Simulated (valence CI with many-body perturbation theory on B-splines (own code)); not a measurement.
# Missing levels of Ge XII

Level of theory: relativistic CI+MBPT: three valence electrons over a frozen Dirac-Fock core [Ar], radial functions for each j: 7 s, 7 p, 8 d, 6 f, 4 g, 1 h, with the one-electron correlation potential Σ1, the two-electron term Σ2, the three-electron term Σ3, Breit, model QED; selected CI, second order for the rest, scaled by the run's own slope (own B-spline code, finite nucleus).

No measured levels were compared; by estimate terms of the open shell hold to 2 to 4 % of their energy, and close levels can change places. The list stops below the first excitations out of the core. Only levels of the ground parity were solved; by the run's estimate the other parity begins above the list, which can be wrong where configurations are misplaced.

| Level | E (cm⁻¹) |
| --- | --- |
| 3d3 4F_3/2 | 0.0 |
| 3d3 4F_5/2 | 2577 |
| 3d3 4F_7/2 | ? |
| 3d3 4F_9/2 | 9221 |
| 3d3 4P_1/2 | ? |
| 3d3 4P_3/2 | ? |
| 3d3 2G_7/2 | 36975 |
| 3d3 4P_5/2 | 37739 |
| 3d3 2G_9/2 | 39249 |
| 3d3 2D_3/2 [a] | 46402 |
| 3d3 2P_1/2 | ? |
| 3d3 2H_9/2 | ? |
| 3d3 2H_11/2 | 52449 |
| 3d3 2D_5/2 [a] | ? |
| 3d3 2P_3/2 | 56409 |
| 3d3 2F_7/2 | 80801 |
| 3d3 2F_5/2 | 82164 |
| 3d3 2D_5/2 [b] | 125390 |
| 3d3 2D_3/2 [b] | 126640 |

Names give the largest LS component (configuration and term), which can be under half, so a name can repeat, a term be missing and a line seem to break the LS rules; names also repeat where a configuration has a term twice. Letters in brackets count levels of one name in rising energy.

The levels stand in rising order. What does the calculation give for the missing energies?

3d3 4F_7/2 5735; 3d3 4P_1/2 33541; 3d3 4P_3/2 33588; 3d3 2P_1/2 48406; 3d3 2H_9/2 51532; 3d3 2D_5/2 [a] 54003.
